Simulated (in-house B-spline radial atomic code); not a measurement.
Results of a calculation; reference values are marked as such.
**Building a PAW s channel for O, r_c = 1.12 bohr**

O, [He] 2s2 2p4, non-relativistic PBE, spherical and spin-unpolarised, from a B-spline radial code for spherical atoms (atomic units; all potentials screened as in the neutral atom).

Two all-electron partial waves φ1, φ2 are integrated outwards at E1 = ε(2s) = -0.878848 and E2 = E1 + 0.5 hartree; φ1 is the bound orbital and φ2 has unit norm inside r_c = 1.1208 bohr. Smooth partners are polynomials, r^1(a0 + a1 r² + a2 r⁴ + a3 r⁶), matched to φ and three derivatives at r_c, with no condition on the norm. The local potential is -8.78881 + (15.0206) r² + (-11.4028) r⁴ + (3.28643) r⁶ inside 0.9176 bohr and the all-electron one outside.

| wave | φ(r_c) | φ'(r_c) | a0 | a1 | a2 | a3 |
| --- | --- | --- | --- | --- | --- | --- |
| 1 | 0.8902597 | -0.4941303 | 1.878433 | -1.29616 | 0.4107978 | -0.0525486 |
| 2 | 1.020461 | -1.403127 | 2.798245 | -2.224308 | 0.6854528 | -0.08844637 |

Inside r_c the overlaps are <φi φj> = [[0.55716, 0.74491], [0.74491, 1.00000]] and, for the smooth waves, [[0.64867, 0.87923], [0.87923, 1.19717]]. With χj = (Ej − T − V_local) applied to smooth wave j, the program's quadrature gives the matrix B_ij = <smooth i, χj> as [[0.94847, 1.42891], [1.36174, 2.05246]].

**Question.** Check the match of the first wave, and find the augmentation charges q_ij.

**Answer.** At r_c the four terms are 2.10535, -1.82492, 0.72656, -0.11675, which sum to 0.8902, φ1(r_c) to rounding. q_ij is the all-electron overlap less the smooth one: [[-0.09151, -0.13432], [-0.13432, -0.19717]]. The smooth first wave has a norm of 0.6487 inside r_c against 0.5572, so q11 is negative and must stay small enough for the overlap operator to be positive.

**Question.** B isn't symmetric. Show that D_ij = B_ij + Ej q_ij is.

**Answer.** Integrating by parts gives B12 − B21 = (E1 − E2) q12: 1.42891 − (1.36174) = 0.06717, and −0.5 × (-0.13432) = 0.06716. So D12 = 1.42891 + (-0.378848)(-0.13432) = 1.47980 and D21 = 1.36174 + (-0.878848)(-0.13432) = 1.47979; D11 = 1.02889, D22 = 2.12716. The projectors, p = (B⁻¹)ᵀ χ, are dual to the smooth waves; det B = 0.00089, small beside B11 B22, as the two smooth waves look alike inside r_c.

Solving (T + V_local + Σ p D p) ψ = E (1 + Σ p q p) ψ in a sphere of 9 bohr gives these levels:

```tsv
all-electron	one projector	two projectors
-0.878848	-0.878848	-0.878848
0.019106	0.018842	0.019106
0.260618	0.259843	0.260618
0.655045	0.652818	0.655043
1.193340	1.187820	1.193330
```

**Question.** What does the second projector gain?

**Answer.** With one projector the errors are 0.00, -0.26, -0.78, -2.23, -5.52 millihartree. With two the errors are 0.00, 0.00, 0.00, 0.00, -0.01 millihartree. The scattering is exact at E1 and at E2 = -0.379, and over all levels compared the largest error is 0.01 millihartree. The lowest eigenvalue of the overlap operator is 0.7111 with one and 0.4195 with two projectors. The smooth orbital alone needs a cutoff of 8.99 hartree for 1 millihartree of kinetic energy, against 37.7 for a norm-conserving Troullier-Martins orbital of the same radius; part of the gain comes from giving up the norm, part from the simpler form.
